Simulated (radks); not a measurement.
Results of a calculation; reference values are marked as such.
Problem. Ge X, 23 electrons, occupied as [Ne] 3s1 3p6 3d6 (not the ground configuration). Level of theory: scalar-relativistic Kohn-Sham, BLYP, spin-polarised, spherical densities, finite nucleus; open shells are filled with parallel spins first; Fermi nuclear charge, rms radius 4.0742 fm (a radial shooting solver on a logarithmic mesh with Libxc functionals). Some entries of the table are withheld. Estimate them.

| orbital | occ. | eigenvalue (hartree) | <1/r> (bohr^-1) |
|---|---|---|---|
| 1s up | 1 | -411.3102 | 32.38 |
| 1s down | 1 | -411.2768 | 32.38 |
| 2s up | 1 | -58.83569 | 7.108 |
| 2s down | 1 | -58.64724 | 7.121 |
| 2p up | 3 | -52.47935 | 6.969 |
| 2p down | 3 | -52.33035 | 6.981 |
| 3s up | 1 | -13.82133 | 2.424 |
| 3s down | 0 | -13.47166 | 2.404 |
| 3p up | 3 | -11.83294 | 2.304 |
| 3p down | 3 | -11.48924 | 2.283 |
| 3d up | 5 | (1) | 2.095 |
| 3d down | 1 | (2) | 2.073 |

Solution. 
(1) 3d up eigenvalue (hartree): -8.60225
(2) 3d down eigenvalue (hartree): -8.25501
